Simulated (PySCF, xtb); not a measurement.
CH4ClGeNSi, SMILES Cl[Si@H]1N=[CH][GeH2]1.

Harmonic wavenumbers (cm⁻¹) from GFN2-xTB (xtb) at its own minimum, in rising order: 87, 108, 195, 259, 336, 369, 413, 494, 534, 576, 614, 659, 772, 813, 830, 1219, 1584, 1733, 1840, 2283, 2970.

Question: What does B3LYP-D3(BJ)/def2-SVP (PySCF) give at its own minimum? (The exact figures need the calculation; the answer reports its results.)

Answer: 96, 134, 268, 322, 372, 441, 532, 549, 578, 671, 710, 754, 796, 869, 891, 1270, 1605, 2086, 2109, 2235, 3025. Paired by order, the mean absolute difference is 82 cm⁻¹ and the zero-point energies are 26.7 and 29.0 kcal/mol.
